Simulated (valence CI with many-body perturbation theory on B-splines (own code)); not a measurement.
Cr IV: calculated level list

Level of theory: valence CI with perturbative core correlation (CI+MBPT): three valence electrons over a frozen Dirac-Fock core [Ar], a basis of 7 s, 7 p, 8 d, 6 f, 4 g, 1 h functions for each j, with the one-electron correlation potential Σ1, the two-electron term Σ2, the three-electron term Σ3, Breit, model QED; selected CI, second order for the rest, scaled by the run's own slope (own B-spline code, finite nucleus).

Against 66 measured levels this calculation errs by 1294 cm⁻¹ on average and by 2161 at most. These come from a selection out of Sugar and Corliss, J. Phys. Chem. Ref. Data 6, 317 (1977). Levels without a partner in it may be off by more, other configurations by 1,000 to 8,000 cm⁻¹. The list stops below the first excitations out of the core.

Levels 46 to 90 of 157, with energies above the lowest level, 3d3 4F_3/2. "Leading %" is the weight of the configuration and term that name the level; weights of strongly mixed levels are sums over their largest components and can fall short. In the jj column 3d3/2^4 stands for four electrons in 3d with j = 3/2. Lifetimes count E1, E2, E3, M1 and M2 decay at the calculated energies, and are blank where another channel may lead or the interval is too uncertain; long ones can be off by a factor of two.

```tsv
No.	Configuration	Term	J	E (cm⁻¹)	Leading %	Lifetime	Leading jj	g
46	3d2.4p	2D°	3/2	159146	59	395 ps	3d3/2^2 4p3/2 (50 %)	0.934
47	3d2.4p	4D°	1/2	159505	98	273 ps	3d3/2^2 4p3/2 (68 %)	-0.002
48	3d2.4p	4D°	5/2	159634	65	330 ps	3d3/2 3d5/2 4p3/2 (72 %)	1.268
49	3d2.4p	4D°	3/2	159913	62	334 ps	3d3/2 3d5/2 4p3/2 (88 %)	1.049
50	3d2.4p	4D°	7/2	160201	83	299 ps	3d5/2^2 4p3/2 (54 %)	1.385
51	3d2.4p	2D°	5/2	160467	68	422 ps	3d5/2^2 4p3/2 (70 %)	1.241
52	3d2.4p	2G°	7/2	162762	98	313 ps	3d3/2 3d5/2 4p3/2 (42 %)	0.890
53	3d2.4p	2G°	9/2	163281	97	312 ps	3d5/2^2 4p3/2 (38 %)	1.113
54	3d2.4p	2S°	1/2	166708	97	522 ps	3d3/2 3d5/2 4p3/2 (39 %)	1.995
55	3d2.4p	4S°	3/2	169733	86	251 ps	3d3/2 3d5/2 4p3/2 (42 %)	1.916
56	3d2.4p	2P°	3/2	170755	81	313 ps	3d5/2^2 4p1/2 (43 %)	1.389
57	3d2.4p	2F°	5/2	171088	94	311 ps	3d3/2 3d5/2 4p1/2 (35 %)	0.875
58	3d2.4p	2P°	1/2	171360	97	318 ps	3d5/2^2 4p3/2 (54 %)	0.673
59	3d2.4p	2F°	7/2	171824	93	312 ps	3d3/2 3d5/2 4p3/2 (36 %)	1.155
60	3d2.4p	4D°	1/2	172337	98	573 ps	3d3/2^2 4p1/2 (33 %)	0.004
61	3d2.4p	4D°	3/2	172544	89	558 ps	3d3/2 3d5/2 4p1/2 (60 %)	1.171
62	3d2.4p	4D°	5/2	172959	82	541 ps	3d3/2 3d5/2 4p3/2 (46 %)	1.335
63	3d2.4p	2D°	3/2	173214	85	477 ps	3d5/2^2 4p3/2 (30 %)	0.862
64	3d2.4p	2D°	5/2	173655	80	473 ps	3d5/2^2 4p3/2 (40 %)	1.228
65	3d2.4p	4D°	7/2	173717	94	539 ps	3d5/2^2 4p3/2 (60 %)	1.416
66	3d2.4p	4P°	1/2	175751	98	550 ps	3d3/2 3d5/2 4p1/2 (43 %)	2.662
67	3d2.4p	2G°	7/2	175753	98	260 ps	3d3/2 3d5/2 4p3/2 (40 %)	0.890
68	3d2.4p	2G°	9/2	175866	98	261 ps	3d3/2 3d5/2 4p3/2 (57 %)	1.109
69	3d2.4p	4P°	3/2	175974	98	546 ps	3d3/2 3d5/2 4p3/2 (27 %)	1.730
70	3d2.4p	4P°	5/2	176449	96	538 ps	3d3/2 3d5/2 4p3/2 (48 %)	1.590
71	3d2.4p	2D°	5/2	179737	97	259 ps	3d3/2 3d5/2 4p3/2 (43 %)	1.201
72	3d2.4p	2D°	3/2	179776	97	255 ps	3d3/2 3d5/2 4p3/2 (42 %)	0.807
73	3d2.4p	2H°	9/2	180645	98	584 ps	3d3/2 3d5/2 4p1/2 (51 %)	0.910
74	3d2.4p	2H°	11/2	181400	99	580 ps	3d3/2 3d5/2 4p3/2 (78 %)	1.091
75	3d2.4p	2P°	1/2	182370	98	318 ps	3d3/2 3d5/2 4p3/2 (69 %)	0.666
76	3d2.4p	2P°	3/2	182512	96	313 ps	3d5/2^2 4p3/2 (39 %)	1.327
77	3d2.4p	2F°	7/2	185099	98	379 ps	3d3/2 3d5/2 4p1/2 (40 %)	1.142
78	3d2.4p	2F°	5/2	185628	98	375 ps	3d3/2 3d5/2 4p3/2 (75 %)	0.857
79	3d2.4p	2P°	1/2	210323	98	356 ps	3d5/2^2 4p1/2 (62 %)	0.666
80	3d2.4p	2P°	3/2	211335	98	356 ps	3d5/2^2 4p3/2 (59 %)	1.334
81	3d2.4d	4G	5/2	230566	83	441 ps	3d3/2^2 4d3/2 (62 %)	0.614
82	3d2.4d	4G	7/2	230865	89	440 ps	3d3/2 3d5/2 4d3/2 (47 %)	0.967
83	3d2.4d	2F	5/2	231161	81	474 ps	3d3/2 3d5/2 4d5/2 (46 %)	0.822
84	3d2.4d	4G	9/2	231196	87	442 ps	3d3/2 3d5/2 4d5/2 (55 %)	1.149
85	3d2.4d	4H	7/2	231308	91	426 ps	3d3/2^2 4d3/2 (51 %)	0.688
86	3d2.4d	4G	11/2	231604	86	444 ps	3d5/2^2 4d5/2 (48 %)	1.256
87	3d2.4d	4D	1/2	231611	96	455 ps	3d3/2^2 4d3/2 (37 %)	0.013
88	3d2.4d	2F	7/2	231627	89	473 ps	3d3/2 3d5/2 4d3/2 (27 %)	1.153
89	3d2.4d	4H	9/2	231655	86	429 ps	3d3/2 3d5/2 4d3/2 (60 %)	0.993
90	3d2.4d	4D	3/2	231788	97	455 ps	3d3/2 3d5/2 4d3/2 (40 %)	1.201
```

Names give the largest LS component (configuration and term), which can be under half, so a name can repeat, a term be missing and a line seem to break the LS rules; names also repeat where a configuration has a term twice.

Where two levels of one J and parity lie close, their mixing, g and order are uncertain.
